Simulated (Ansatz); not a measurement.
System: sum formula BOBr₂, charge -1, multiplicity 1. It need not be the lowest isomer of its formula. Whether it binds its extra electron was not tested at this geometry. 
Geometry from a B3LYP-D3(BJ)/def2-TZVP (Ansatz, a program for electronic structure) optimisation:
SMILES: [O-]B(Br)Br
```xyz
4

O     -0.1092     2.1330    -0.0306
B     -0.0458     0.8940    -0.0128
Br     1.6905    -0.2222    -0.0123
Br    -1.6590    -0.3931     0.0211
```
Charge -1, spin multiplicity 1.

Basis-set convergence of Hartree-Fock and CCSD(T) correlation energies (hartree) with Ansatz. Correlated levels leave the core frozen unless marked. Spin-orbit coupling is left out. The frozen core is the preceding noble-gas configuration, with the filled d and f shells of earlier blocks. No relativistic terms.

| basis | functions | E(HF) | E(corr, CCSD(T)) |
|---|---|---|---|
| aug-cc-pVDZ | 118 | -5244.51919 | -0.57670 |
| aug-cc-pVTZ | 210 | -5244.69049 | -0.73548 |
| aug-cc-pVQZ | 346 | -5244.70235 | -0.78949 |

Extrapolating the two largest sets (X = 3 and 4) as X^-3: E(corr) = (64·(-0.78949) - 27·(-0.73548))/37 = -0.8289 Eh, an estimate of the basis-set limit. The largest set recovers 95.2 % of it, the smallest 69.6 %.
